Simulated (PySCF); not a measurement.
Compound: C₆H₉F₂N.
Structure used (PBE0-D3(BJ)/def2-SVP), in Å, numbered top down from 1:
```
atom  x, y, z in Å
C1     3.3207    0.2382    0.1264
C2     2.0209   -0.0567    0.0164
F3     1.5932   -0.8050   -1.0127
C4     0.9867    0.2925    0.9698
F5     1.5049    0.7310    2.1410
C6    -0.3670    0.1997    0.9357
N7    -1.2524    0.0170   -0.0842
C8    -2.5461   -0.5375    0.2119
C9    -0.9251    0.1916   -1.4728
H10    4.0323   -0.1503   -0.6024
H11    3.6689    0.8490    0.9570
H12   -0.8367    0.3536    1.9147
H13   -2.6081   -1.6191   -0.0161
H14   -2.7733   -0.4096    1.2800
H15   -3.3274   -0.0243   -0.3731
H16   -1.8106    0.5857   -1.9980
H17   -0.6105   -0.7404   -1.9730
H18   -0.1093    0.9201   -1.5736
```

Level of theory: PBE0-D3(BJ)/def2-SVP geometry optimisation, gas phase (PySCF 2.14.0).

Take the most abundant isotopes and a rigid rotor. The values belong to one conformer with, in the numbering `[CH2:1]=[C:2]([F:3])/[C:4]([F:5])=[CH:6]\[N:7]([CH3:8])[CH3:9]`, C1–C2–C4–F5 -12°.

Problem. Give the principal moments of inertia and the rotational constants in GHz.

Solution. Ia = 190.76, Ib = 451.83, Ic = 604.05 u·Å²; 505379 MHz·u·Å²/I gives 2649, 1119 and 836.6 MHz, that is A = 2.6492, B = 1.1185, C = 0.8366 GHz.

Problem. Classify the top.

Solution. An asymmetric top: κ = (2 × 1119 − 2649 − 836.6)/(2649 − 836.6) = -0.69.

Problem. What does the inertial defect say?

Solution. Not planar: Δ = Ic − Ia − Ib = -38.54 u·Å². For a rigid frame Δ = −2 Σ m c², so Σ m c² = 19.27 u·Å² lies off the ab plane: 6.21 from hydrogen and 13.06 from heavier atoms. The atom farthest from that plane is 1.40 Å away.

Problem. Where do the levels up to J = 3 lie, in K?

Solution. Above 0(0,0), as E/k:
J = 1: 1(0,1) 0.094, 1(1,1) 0.167, 1(1,0) 0.181
J = 2: 2(0,2) 0.280, 2(1,2) 0.341, 2(1,1) 0.382, 2(2,1) 0.602, 2(2,0) 0.604
J = 3: 3(0,3) 0.555, 3(1,3) 0.602, 3(1,2) 0.683, 3(2,2) 0.884, 3(2,1) 0.892, 3(3,1) 1.286, 3(3,0) 1.286
The levels of one J sum to (2J + 1)J(J + 1)(A + B + C)/3.

Problem. Predict some low-J microwave lines.

Solution. The dipole components are |μa| = 2.90 D, |μb| = 0.37 D, |μc| = 0.23 D. The squared components, which scale the intensities, stand as 1.00 : 0.02 : 0.01 (a : b : c). Some lines, for components of 0.1 D or more:

```tsv
type	branch	J(Ka,Kc)	MHz	lower level (cm⁻¹)
a	Q	2(1,1) ← 2(1,2)	846	0.237
c	Q	2(1,2) ← 2(0,2)	1284	0.194
c	Q	1(1,1) ← 1(0,1)	1531	0.065
b	Q	1(1,0) ← 1(0,1)	1813	0.065
a	R	1(0,1) ← 0(0,0)	1955	0.000
b	Q	2(1,1) ← 2(0,2)	2130	0.194
b	R	2(0,2) ← 1(1,1)	2344	0.116
b	R	1(1,1) ← 0(0,0)	3486	0.000
a	R	2(1,2) ← 1(1,1)	3628	0.116
c	R	1(1,0) ← 0(0,0)	3768	0.000
a	R	2(0,2) ← 1(0,1)	3875	0.065
a	R	2(1,1) ← 1(1,0)	4192	0.126
c	Q	2(2,1) ← 2(1,1)	4592	0.266
b	Q	2(2,0) ← 2(1,1)	4628	0.266
b	R	2(1,2) ← 1(0,1)	5159	0.065
b	Q	2(2,1) ← 2(1,2)	5438	0.237
c	R	2(1,1) ← 1(0,1)	6005	0.065
b	R	2(2,1) ← 1(1,0)	8784	0.126
c	R	2(2,0) ← 1(1,0)	8820	0.126
c	R	2(2,1) ← 1(1,1)	9066	0.116
b	R	2(2,0) ← 1(1,1)	9102	0.116
```

No PBE0-D3(BJ)/def2-SVP frequencies stand behind this structure, so it isn't proved a minimum. Zero-point vibration and centrifugal distortion are left out. A rigid rotor knows nothing of internal rotation, which can split or shift real lines. Quadrupole hyperfine structure (14N) is left out.

The run took 2.5 min of wall time on Arm Neoverse V1, one thread, shared host with 64 logical CPUs at a one-minute load of 30, and the process peaked at 0.87 GiB of memory. These figures are those of the optimisation.
